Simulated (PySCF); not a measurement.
**How methods differ on the ionisation energy of Br²⁺**

Br²⁺ [Ar] 3d10 4s2 4p3 [4p1/2^2 4p3/2^1, M_J = 3/2] → Br³⁺ [Ar] 3d10 4s2 4p2 [4p1/2^2, M_J = 0], as a difference of total energies. Calculation: PySCF 2.14, in x2c-QZVPPall-2c; the two-component X2C-1e Hamiltonian. Correlated levels: [Ne] frozen; the 8 highest virtual spinors dropped. "Screened" scales the spin-orbit matrix elements by Boettger's factors to mimic the two-electron term; Breit and QED terms are absent.

```tsv
method	ionisation energy (eV)
GHF (spin-free)	34.734
GMP2 (spin-free)	35.377
GHF (screened spin-orbit)	34.464
GMP2 (screened spin-orbit)	35.102
```

Task: How much does correlation contribute at GMP2 (screened spin-orbit)?

Result: 35.102 − (34.464) = 0.638 eV, measured against GHF (screened spin-orbit).

The spin-free rows relax to the high-spin LS determinant and lack the spin-orbit shift.

Errors of the correlated levels include the incompleteness of this basis and the frozen core.

The labels give the starting determinants; with spin-orbit coupling the two ends relaxed to ⟨J²⟩ = 3.75, ⟨L²⟩ = 0.02, ⟨S²⟩ = 3.72 and ⟨J²⟩ = 1.43, ⟨L²⟩ = 1.99, ⟨S²⟩ = 1.96.

The determinant of Br³⁺ mixes levels of different J (the jj label is only the starting occupation), so the difference between spin-free and spin-orbit rows is not the physical spin-orbit shift.

For comparison: 34.871 ± 0.019 eV (measured; NIST Atomic Spectra Database, ionization energies).
